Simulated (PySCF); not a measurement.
## Correlation energy of In (indium, neutral)

[Kr] 4d10 5s2 5p1, 2P determinant. Calculation: PySCF 2.14, in cc-pVTZ-PP with ECP28MDF (5s4p3d1f, 39 functions); a scalar-relativistic core potential. Frozen: 4s2 4p6 4d10; 3 electrons correlated.

MP2 pair energies summed by pair of shells (mhartree):

| pair | energy | share (%) |
| --- | --- | --- |
| 5s-5s | -17.59 | 58.8 |
| 5s-5p | -12.31 | 41.2 |

Total MP2 correlation energy: -29.91 mhartree.

Same-spin part -2.22 and opposite-spin part -27.68 mhartree; SCS-MP2 scales them by 1/3 and 6/5 to -33.96 mhartree.

```tsv
level	correlation energy (mhartree)
CCSD	-41.45
(T)	-0.75
CCSD(T)	-42.20
```

Diagnostics: T1 = 0.013, D1 = 0.0311, largest double amplitude 0.082.

Is a single reference adequate?

Mostly. T1 lies below 0.03, but a double amplitude of this size points to a near-degeneracy that CCSD handles and MP2 describes poorly.
